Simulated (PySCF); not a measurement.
# EPR parameters of C7H11

C7H11 (doublet state).
SMILES with atom numbers: `[CH:1]#[C:2][C:3]([CH3:4])([CH3:5])[CH:6][CH3:7]` (hydrogens: H8 on C1; H9, H10, H11 on C4; H12, H13, H14 on C5; H15 on C6; H16, H17, H18 on C7)

Cartesian coordinates in Å at the GFN2-xTB level; atoms count from 1:
```
atom  x, y, z in Å
C1    -0.500    2.429   -0.661
C2    -0.463    1.262   -0.395
C3    -0.404   -0.162   -0.074
C4    -1.386   -0.916   -0.980
C5    -0.833   -0.336    1.404
C6     0.987   -0.659   -0.273
C7     2.179    0.102    0.155
H8    -0.537    3.450   -0.898
H9    -1.106   -0.795   -2.024
H10   -2.395   -0.532   -0.847
H11   -1.380   -1.976   -0.736
H12   -0.160    0.211    2.060
H13   -0.805   -1.390    1.672
H14   -1.843    0.042    1.547
H15    1.128   -1.620   -0.737
H16    2.827   -0.506    0.793
H17    1.896    1.005    0.691
H18    2.787    0.398   -0.707
```

The hyperfine couplings belong to this conformer and change with its torsions.

Method: PySCF, UKS B3LYP, pcH-1 on C H, non-relativistic, mean-field spin-orbit, GIAO. The structure is a single GFN2-xTB conformer in the gas phase; no vibrational or solvent corrections. The geometry wasn't refined by DFT: couplings that depend on bond lengths, twists or pyramidal angles can differ widely from those at the functional's own minimum. The SCF solution wasn't tested for stability.

| Property | Result |
| --- | --- |
| g1, g2, g3 | 2.00218, 2.00267, 2.00289 |
| g_iso | 2.00258 |
| Form of g | rhombic: the two nearest values differ by 30 % of g3 − g1 |
| ⟨S²⟩ | 0.7539 (exact 0.7500) |
| α and β electrons | 27, 26 |
| Basis functions | 285 |

Hyperfine couplings atom by atom, in mT; T1 to T3 are the principal values of the dipolar part; ρ(0) is the spin density at the nucleus (MHz turned into mT with g_iso):

```json
{"atom": "C1", "isotope": "13C", "a_iso": "0.14", "T1": "-0.08", "T2": "-0.01", "T3": "0.08", "Mulliken spin population": "0.01", "ρ(0) (bohr⁻³)": "0.0034"}
{"atom": "C2", "isotope": "13C", "a_iso": "1.35", "T1": "-0.08", "T2": "-0.06", "T3": "0.14", "Mulliken spin population": "0.01", "ρ(0) (bohr⁻³)": "0.0336"}
{"atom": "C3", "isotope": "13C", "a_iso": "-1.10", "T1": "-0.06", "T2": "0.00", "T3": "0.06", "Mulliken spin population": "-0.07", "ρ(0) (bohr⁻³)": "-0.0273"}
{"atom": "C4", "isotope": "13C", "a_iso": "0.27", "T1": "-0.05", "T2": "-0.04", "T3": "0.09", "Mulliken spin population": "0.00", "ρ(0) (bohr⁻³)": "0.0066"}
{"atom": "C5", "isotope": "13C", "a_iso": "2.41", "T1": "-0.18", "T2": "-0.17", "T3": "0.35", "Mulliken spin population": "0.04", "ρ(0) (bohr⁻³)": "0.0600"}
{"atom": "C6", "isotope": "13C", "a_iso": "3.32", "T1": "-2.93", "T2": "-2.91", "T3": "5.84", "Mulliken spin population": "1.04", "ρ(0) (bohr⁻³)": "0.0828"}
{"atom": "C7", "isotope": "13C", "a_iso": "-1.21", "T1": "-0.09", "T2": "0.03", "T3": "0.06", "Mulliken spin population": "-0.08", "ρ(0) (bohr⁻³)": "-0.0302"}
{"atom": "H8", "isotope": "1H", "a_iso": "-0.02", "T1": "-0.05", "T2": "-0.02", "T3": "0.08", "Mulliken spin population": "0.00", "ρ(0) (bohr⁻³)": "-0.0001"}
{"atom": "H9", "isotope": "1H", "a_iso": "-0.04", "T1": "-0.14", "T2": "-0.10", "T3": "0.23", "Mulliken spin population": "0.00", "ρ(0) (bohr⁻³)": "-0.0002"}
{"atom": "H10", "isotope": "1H", "a_iso": "0.00", "T1": "-0.06", "T2": "-0.06", "T3": "0.12", "Mulliken spin population": "0.00", "ρ(0) (bohr⁻³)": "0.0000"}
{"atom": "H11", "isotope": "1H", "a_iso": "-0.05", "T1": "-0.11", "T2": "-0.10", "T3": "0.21", "Mulliken spin population": "0.00", "ρ(0) (bohr⁻³)": "-0.0003"}
{"atom": "H12", "isotope": "1H", "a_iso": "-0.10", "T1": "-0.17", "T2": "-0.08", "T3": "0.26", "Mulliken spin population": "0.00", "ρ(0) (bohr⁻³)": "-0.0006"}
{"atom": "H13", "isotope": "1H", "a_iso": "-0.06", "T1": "-0.20", "T2": "-0.07", "T3": "0.27", "Mulliken spin population": "0.00", "ρ(0) (bohr⁻³)": "-0.0004"}
{"atom": "H14", "isotope": "1H", "a_iso": "0.75", "T1": "-0.12", "T2": "-0.06", "T3": "0.17", "Mulliken spin population": "0.01", "ρ(0) (bohr⁻³)": "0.0047"}
{"atom": "H15", "isotope": "1H", "a_iso": "-2.28", "T1": "-1.40", "T2": "0.00", "T3": "1.40", "Mulliken spin population": "-0.05", "ρ(0) (bohr⁻³)": "-0.0143"}
{"atom": "H16", "isotope": "1H", "a_iso": "3.43", "T1": "-0.19", "T2": "-0.13", "T3": "0.32", "Mulliken spin population": "0.04", "ρ(0) (bohr⁻³)": "0.0215"}
{"atom": "H17", "isotope": "1H", "a_iso": "0.19", "T1": "-0.17", "T2": "-0.13", "T3": "0.30", "Mulliken spin population": "0.00", "ρ(0) (bohr⁻³)": "0.0012"}
{"atom": "H18", "isotope": "1H", "a_iso": "4.55", "T1": "-0.19", "T2": "-0.14", "T3": "0.33", "Mulliken spin population": "0.05", "ρ(0) (bohr⁻³)": "0.0286"}
```

The largest Mulliken spin populations are on C6 (+1.04), C7 (-0.08) and C3 (-0.07). C6 is the only atom above +0.15. The positive populations add up to 1.20 and the negative ones to -0.20, together 2S = 1. The angles at C6 add up to 360.0°, so it is planar; its axial dipolar tensor and the negative coupling of its proton fit spin in a p orbital normal to that plane.

Axes: g2 points within 6° of the C6–C7 bond.

Under fast tumbling the dipolar parts average out, and these isotropic splittings remain: 3 × 1H (H16/H17/H18, I = 1/2, 4 lines) with 2.72 mT, 1 × 1H (H15, I = 1/2, 2 lines) with 2.28 mT and 6 × 1H (H9 (×6), I = 1/2, 7 lines) with 0.08 mT.

Class means assume fast exchange of nuclei equivalent by connectivity; if that motion is slow, each nucleus keeps its own coupling. The three 1H nuclei of mean +76.3 MHz run from 5.2 to 127.6 MHz in the frozen geometry. The six 1H nuclei of mean +2.4 MHz run from -2.8 to 21.1 MHz in the frozen geometry.

The 13C coupling of C6 (93.1 MHz) shows only in satellite lines or after enrichment, since that isotope makes up about 1.07 % of natural carbon.

Examples of negative spin density at the nucleus (bohr⁻³): C7 (-0.0302), C3 (-0.0273) and H15 (-0.0143).
